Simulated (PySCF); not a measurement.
Pb(Cl)(SH) (ClHPbS), SMILES [Cl][Pb][SH] (connectivity only; charge and spin as stated), neutral, multiplicity 1.

Geometry: PBE-D3(BJ)/def2-TZVP. The def2 effective core potentials stand for the cores of Pb; spin–orbit coupling is left out. Other conformers were not sampled.

Calculation: PBE0/def2-TZVPD (PySCF).

The molecule is in vacuum.

Question: Estimate the frontier levels, gap, dipole moment and polarisability. (An estimate is asked for; the answer gives what the named calculation found.)

Answer: 
* **highest occupied level**: -7.54 eV
* **lowest empty level**: -2.90 eV
* **orbital gap**: 4.63 eV
* **dipole moment**: 4.71 D
* **quadrupole, principal values (traceless, Buckingham form, about the centre of nuclear charge)**: -4.61, -0.45, 5.05 D·Å
* **mean static polarisability**: 84.7 bohr³ (12.55 Å³)
* **polarisability, principal values**: 59.5, 85.2, 109.5 bohr³
